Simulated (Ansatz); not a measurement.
Cost and result for the atomization energy of C$_{3}$H$_{7}$BOS (`CBCC(O)=S`) (13 atoms, 12 bonds).

```xyz
13

C    -0.415    1.836   -0.856
B     0.117    0.718    0.074
C     0.123   -0.793   -0.336
C    -0.034   -1.808    0.756
O     0.734   -1.611    1.829
S    -1.045   -3.073    0.678
H    -0.533    1.548   -1.903
H    -1.423    2.069   -0.477
H     0.143    2.773   -0.784
H     0.558    1.025    1.156
H     1.151   -0.906   -0.735
H    -0.547   -1.029   -1.161
H     1.172   -0.751    1.759
```

The species carries charge 0 and has multiplicity 1. The geometry is a stationary point of PBE0-D4/def2-TZVP. It is one conformer, not always the lowest. Program: Ansatz. All runs use 4 threads of an Arm Neoverse V1 on a shared host. Times are those of one run each, without the atoms' runs, and a repeat can differ threefold. Electronic energies, without spin–orbit coupling; frozen cores. CCSD(T)/CBS adds CCSD(T) − MP2 in def2-TZVPP to the MP2 limit, and its time is that of the two runs behind it. T1 = 0.015. B3LYP takes the VWN-RPA correlation (the form of Gaussian; ORCA's B3LYP/G).

CCSD(T)/CBS is a level of theory with its own doubt, some kJ/mol a heavy atom from the limit and from the frozen cores, so smaller differences don't rank the functionals.

```
                             level  functions  wall time
   PBE-D4/def2-TZVPP (with forces)        295      3.8 s
                PBE0-D4/def2-TZVPP        295      4.3 s
r2SCAN-D4/def2-TZVPP (with forces)        295      6.5 s
 B3LYP-D4/def2-TZVPP (with forces)        295        7 s
                 B2PLYP/def2-TZVPP        295      8.5 s
                ωB97X-V/def2-TZVPP        295       11 s
  ωB97M-V/def2-TZVPP (with forces)        295       15 s
                    MP2/def2-QZVPP        565       36 s
                CCSD(T)/def2-TZVPP        295     16 min
                 CCSD(T)/CBS(def2)          –     16 min
```

(1) What atomization energy does each give, and how far from CCSD(T)/CBS? (Estimate.)

Results:

(1) The calculation gave: 
```json
{"level": "PBE-D4/def2-TZVPP (with forces)", "atomization (kcal/mol)": "1254.2", "difference from CCSD(T)/CBS": "39.7", "per bond": "3.3"}
{"level": "PBE0-D4/def2-TZVPP", "atomization (kcal/mol)": "1229.5", "difference from CCSD(T)/CBS": "15.0", "per bond": "1.2"}
{"level": "r2SCAN-D4/def2-TZVPP (with forces)", "atomization (kcal/mol)": "1228.6", "difference from CCSD(T)/CBS": "14.1", "per bond": "1.2"}
{"level": "B3LYP-D4/def2-TZVPP (with forces)", "atomization (kcal/mol)": "1219.2", "difference from CCSD(T)/CBS": "4.7", "per bond": "0.4"}
{"level": "B2PLYP/def2-TZVPP", "atomization (kcal/mol)": "1206.4", "difference from CCSD(T)/CBS": "-8.1", "per bond": "-0.7"}
{"level": "ωB97X-V/def2-TZVPP", "atomization (kcal/mol)": "1220.2", "difference from CCSD(T)/CBS": "5.7", "per bond": "0.5"}
{"level": "ωB97M-V/def2-TZVPP (with forces)", "atomization (kcal/mol)": "1224.5", "difference from CCSD(T)/CBS": "10.0", "per bond": "0.8"}
{"level": "MP2/def2-QZVPP", "atomization (kcal/mol)": "1227.1", "difference from CCSD(T)/CBS": "12.6", "per bond": "1.1"}
{"level": "CCSD(T)/def2-TZVPP", "atomization (kcal/mol)": "1184.3", "difference from CCSD(T)/CBS": "-30.2", "per bond": "-2.5"}
{"level": "CCSD(T)/CBS(def2)", "atomization (kcal/mol)": "1214.5", "difference from CCSD(T)/CBS": "0.0", "per bond": "0.0"}
```

In def2-TZVPP, CCSD(T) changes the Hartree–Fock value by +296.3 kcal/mol (the triples alone add +20.7 kcal/mol) and MP2 by +321.4 kcal/mol; breaking electron pairs costs correlation energy, which Hartree–Fock lacks. From PBE to PBE0 (25 % exact exchange), in def2-TZVPP and without D4, the atomization energy moves by −23.8 kcal/mol: exact exchange takes away binding that semilocal exchange gives to molecules. The D4 term adds +10.2 kcal/mol with B3LYP and +5.4 kcal/mol with PBE0; it sums over pairs of atoms, weighted by their polarisabilities, and B3LYP, whose exchange is more repulsive, gets the larger term.
